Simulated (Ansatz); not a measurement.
System: C2HBCl2, charge 0, singlet. C2HBCl2 (dichloro(ethynyl)borane, SMILES ClB(Cl)C#C).
B3LYP-D3(BJ)/def2-TZVP minimum from Ansatz (a first-principles code):
```xyz
6

B     -0.0039     0.0091     0.0148
C     -0.3327     0.7763     1.2656
C     -0.5962     1.3913     2.2682
H     -0.8288     1.9341     3.1531
Cl     1.1664    -1.2930     0.0612
Cl    -0.7886     0.4115    -1.4983
```

Quantity: atomisation energy (electronic, to ground-state atoms), in kcal/mol. UHF or UKS for unpaired electrons; spin-orbit terms are left out. CBS(X,Y): correlation extrapolated as X^-3, Hartree-Fock from the larger set. A bracket is a step between two methods taken in the basis named. The functionals are non-relativistic, so their misses hold any scalar relativity. Double hybrids freeze cores in their MP2 part. '+ core + X2C': CCSD(T) terms for core correlation (cc-pwCVTZ, 1s frozen past Ne) and scalar relativity (cc-pVTZ-DK). Where a partner has so few electrons that a lower coupled-cluster level is exact, that level stands in.

CCSD(T)/CBS(cc-pV(T+d)Z,cc-pV(Q+d)Z) + [CCSDT(Q) - CCSD(T)]/cc-pV(D+d)Z + core + X2C (Ansatz) gives 615.8 kcal/mol.

**Question.** How far off this value is PBE/def2-TZVPD (Ansatz), in which direction, and which of these levels come nearer: r2SCAN/def2-TZVPD, B3LYP/def2-TZVPD, PBE0/def2-TZVPD, B2PLYP/def2-TZVPD, CCSD(T)/CBS(cc-pV(T+d)Z,cc-pV(Q+d)Z) + core + X2C?

**Answer.** PBE gives 637.8 kcal/mol, 22.0 kcal/mol above it. Differences of the others: r2SCAN/def2-TZVPD (Ansatz) 6.1; B3LYP/def2-TZVPD (Ansatz) -10.0; PBE0/def2-TZVPD (Ansatz) 6.0; B2PLYP/def2-TZVPD (Ansatz) -6.0; CCSD(T)/CBS(cc-pV(T+d)Z,cc-pV(Q+d)Z) + core + X2C (Ansatz) -0.7 kcal/mol. Nearer than PBE: r2SCAN/def2-TZVPD, B3LYP/def2-TZVPD, PBE0/def2-TZVPD, B2PLYP/def2-TZVPD, CCSD(T)/CBS(cc-pV(T+d)Z,cc-pV(Q+d)Z) + core + X2C.
